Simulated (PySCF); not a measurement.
From a computed spectrum to the compound

A species of 5 atoms with charge 3 has these harmonic modes (PBE0, small Gaussian bases with core potentials, PySCF 2.14.0):

```tsv
cm⁻¹	km/mol	symmetry
216	0.1	a1
435	3.5	e
435	3.5	e
891	27.2	a1
1017	1.0	e
1017	1.0	e
2383	193.6	a1
2424	148.8	e
2424	148.8	e
```

**Question.** Which species is it, and in which structure?

**Answer.** [Tb(PH3)]3+ (singlet in the valence; each metal's 4f electrons, 8 of them, lie in its core potential, out of spins and levels):
```xyz
5

Tb    0.0000    0.0000   -0.5214
P     0.0000    0.0000    2.3910
H     1.3295    0.0000    2.9115
H    -0.6647    1.1514    2.9115
H    -0.6647   -1.1513    2.9115
```
Ideal gas at 298.15 K and 1 bar: S = 299.6 J/(mol K), Cp = 57.7 J/(mol K), H − H(0 K) = 13.1 kJ/mol (rigid rotor, harmonic modes, spin degeneracy alone, that of the 4f electrons in the core included). An lcecp potential fixes the number of 4f electrons, so in runs with it no electron can move into or out of that shell.
 Other answers can fit too; this one was computed.
